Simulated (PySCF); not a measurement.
trans-(1R,2R)-1-chloro-2-fluorocyclobutane (C4H6ClF), SMILES C1C[C@@H](Cl)[C@@H]1F.

Coordinates come from a B3LYP-D3(BJ)/def2-SVP optimisation.

Computed with TDDFT-PBE/def2-SVPD run with PySCF.

Vertical excitations. The molecule is in vacuum.

Computed lowest excited states:
```tsv
state	energy (eV)	λ (nm)	f	main pairs
S1	6.54	190	0.006	HOMO→LUMO 98 %
S2	6.64	187	0.003	HOMO−1→LUMO 98 %
S3	7.02	177	0.005	HOMO→LUMO+1 99 %
S4	7.12	174	0.009	HOMO−1→LUMO+1 96 %
S5	7.23	171	0.005	HOMO−2→LUMO 95 %
S6	7.58	164	0.022	HOMO→LUMO+2 94 %
S7	7.68	161	0.013	HOMO−1→LUMO+2 94 %
S8	7.71	161	0.010	HOMO→LUMO+3 94 %
S9	7.79	159	0.025	HOMO→LUMO+4 82 %, HOMO−1→LUMO+3 13 %
S10	7.82	159	0.017	HOMO−1→LUMO+3 79 %, HOMO→LUMO+4 13 %
T1	6.06	205	0	HOMO→LUMO 99 %
T2	6.14	202	0	HOMO−1→LUMO 99 %
T3	6.92	179	0	HOMO→LUMO+1 98 %
T4	7.01	177	0	HOMO−2→LUMO 55 %, HOMO−1→LUMO+1 44 %
```
Triplets are in the Tamm–Dancoff approximation, which puts them higher than full response would, so one can lie above its singlet here.
